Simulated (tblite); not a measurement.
Species: C₅H₃F₂O (doublet state).
SMILES with atom numbers: `[CH2:1][O:2]/[C:3]([F:4])=[C:5]1[CH:6]=[C:7]\1[F:8]` (hydrogens: H9, H10 on C1; H11 on C6)

Computed geometry: GFN2-xTB, gas phase. This method treats the open shell by occupation alone, without spin polarisation.

What internal coordinates does the optimisation give?

```csv
bond,length (bohr),order
C1–O2,2.553,single
O2–C3,2.516,single
C3–F4,2.575,single
C3=C5,2.501,double
C5–C6,2.827,single
C6=C7,2.487,double
C7–F8,2.463,single
C5–C7,2.704,single
C1–H9,2.019,single
C1–H10,2.025,single
C6–H11,2.003,single
```

Orders are formal, as drawn. A selection of angles:
```csv
angle,degrees
C1–O2–C3,122.2
O2–C3–F4,116.1
O2–C3–C5,124.3
F4–C3–C5,119.7
C3–C5–C6,152.3
C3–C5–C7,154.3
C6–C5–C7,53.4
C5–C6–C7,60.8
C6–C7–F8,148.7
C5–C7–C6,65.8
C5–C7–F8,145.4
```

Dihedral angles: C1–O2–C3–F4 -3° (synperiplanar); O2–C3–C5–C6 0° (synperiplanar); C3–C5–C6–C7 179° (antiperiplanar); C5–C6–C7–F8 180° (antiperiplanar); C3–C5–C7–C6 -179° (antiperiplanar). The mirror-image conformer, all signs reversed, is as good.

The 3-membered ring C5–C6–C7 has internal angles of 53.4° to 65.8°. Of the pairs four or more bonds apart, F4···H10 is among the closest relative to their van der Waals radii: 2.35 Å, 88 % of the sum of Bondi's values. C5 (carbon bonded to 3 C) has angles 154.3°, 152.3° and 53.4°, sum 360.0°, 0.00 Å off the plane of its three neighbours. C3 (carbon bonded to C, F and O) is planar (angles 124.3°, 119.7° and 116.1°, sum 360.0°, 0.00 Å off the plane of its three neighbours). The 8 heavy atoms lie in one plane (0.014 Å rms). C1 (carbon bonded to O and 2 H) is almost planar (angles 123.7°, 121.3° and 113.9°, sum 358.8°, 0.07 Å off the plane of its three neighbours). C7 (carbon bonded to 2 C and F) is planar (angles 148.7°, 145.4° and 65.8°, sum 360.0°, 0.00 Å off the plane of its three neighbours).

Point group: near Cs, missed by 0.10 Å at most; the miss may be what the optimiser left on a soft mode. Its GFN2-xTB frequencies are all real (lowest 78 cm⁻¹). Torsions: H–C1–O2–C3 175° and 7°, C1–O2–C3–F4 -3°. 2 starts were optimised and ended at 0.00 and 0.67 kcal/mol (GFN2-xTB); the lowest of these is shown.

Hardware: one thread, AMD EPYC (x86_64), shared host with 64 logical CPUs at a one-minute load of 60. Cost: 0.69 s. This is the geometry optimisation.
